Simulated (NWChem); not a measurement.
Molecule: C4H4N2; SMILES C=C1N=CC=N1

Program: NWChem. Coordinates come from a B3LYP/6-31G* (spherical d) optimisation.

**Question.** Order these by “highest occupied level (eV)”, lowest first: PW6B95/def2-TZVP; LDA (Slater exchange, VWN5)/def2-TZVP; Hartree-Fock/def2-TZVP.

**Answer.** Hartree-Fock/def2-TZVP (-9.83), PW6B95/def2-TZVP (-8.12), LDA (Slater exchange, VWN5)/def2-TZVP (-6.69)
